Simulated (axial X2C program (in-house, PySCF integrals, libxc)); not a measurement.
## Spin–orbit effects along a row: molecules with Na (ions), PBE0

All values come from calculations with an in-house relativistic program for diatomic molecules, spin-free (one-electron X2C) or two-component (2c: spin–orbit coupling with atomic mean-field Coulomb and Gaunt terms, which also bring small scalar terms), in Dyall basis sets with cores contracted in-house; open shells are unrestricted.

Basis sets: B dyall-av3z, Be dyall-av3z, F dyall-av3z, Li dyall-av3z, Na dyall-av3z, O dyall-av3z.

| molecule | spin-free state | Re (Å) | ωe (cm⁻¹) | De (eV) | 2c state | Re 2c (Å) | ωe 2c (cm⁻¹) | De 2c (eV) |
| --- | --- | --- | --- | --- | --- | --- | --- | --- |
| LiNa⁻ | M_S = 1/2, Λ = 0 | 3.304 | 163.1 | 0.76 | Ω = 1/2 | 3.304 | 163.1 | 0.76 |
| NaBe⁻ | M_S = 0, Λ = 0 | 3.252 | 143.3 | 0.40 | Ω = 0 | 3.252 | 143.2 | 0.40 |
| NaB⁻ | M_S = 3/2, Λ = 0 | 2.462 | 299.4 | n/a | Ω = 3/2 | 2.462 | 299.4 | n/a |
| NaO⁻ | M_S = 1, Λ = 1 | 2.132 | 402.0 | 1.72 | Ω = 2 | 2.132 | 402.0 | 1.72 |
| NaF⁻ | M_S = 1/2, Λ = 0 | 2.000 | 439.4 | 2.05 | Ω = 1/2 | 2.000 | 439.3 | 2.05 |

Fragments in 2c: Na- + Li, Na- + Be, Na- + B, Na + O-, Na + F-. Each entry is the lowest single determinant of a limited PBE0 search at one distance. De goes to single-determinant-based atoms at the same level (for ions the charge split of lowest energy) and is withheld (n/a) where an atom does not fit its ground term or J level. Main or longest-lived isotopes. One determinant is a doubtful description, or other states lie close, for LiNa⁻, NaBe⁻, NaB⁻, NaO⁻; these need not be ground states, and all values refer to the states named. Some open-shell Ω = 0 determinants are out of reach, so the Ω given for NaO⁻ need not be the lowest component. With several unpaired electrons the Ω given is that of one determinant, not necessarily of the lowest component. Some light 2c atoms are not at their ground J level, so De misses part of their lowering (0.04 eV or less). The functionals have no current term, which raises determinants with orbital currents.
